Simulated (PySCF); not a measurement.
# Core-level binding energies of `C[B@@H-]([PH3+])Br`

Compound: CH7BBrP.
SMILES with atom numbers: `[CH3:1][B@@H-:2]([PH3+:3])[Br:4]`

Theory: delta-SCF UKS SCAN, pcX-2 on the ionised atom, pcseg-1 elsewhere, spin-free X2C (PySCF). Vertical ΔSCF values, vacuum level as zero.

Problem. What binding energy does each computed site have?

Solution. 
| atom(s) | bonded to | level | binding energy (eV) | 2p1/2 (eV) | count |
| --- | --- | --- | --- | --- | --- |
| C1 | 3 H and B | C 1s | 289.73 | – | 1 |
| B2 | Br, C, H and P | B 1s | 195.31 | – | 1 |
| P3 | 3 H and B | P 2p3/2 | 138.41 | 139.30 | 1 |
| P3 | 3 H and B | P 1s | 2152.02 | – | 1 |

Problem. Give the binding energy of B 1s of B2 in hartree and in kJ/mol.

Solution. 195.31 eV = 7.1775 Eh = 18845 kJ/mol.

The 2p values aren't plain energy differences: one relaxed spin-free 2p hole is combined with a matrix within the shell (ground-state 2p orbital-energy differences and spin–orbit coupling). 2p3/2, the mean of its two sublevels, lies a third of the splitting below the shell's mean and 2p1/2 two thirds above it; the statistical areas are 2:1. 2p1/2 minus 2p3/2 (ligand field included): P 0.89 eV. No level of bromine is listed. Geometry: PBE0-D3(BJ)/def2-SVP; no solvent, vibrations or thermal averaging.
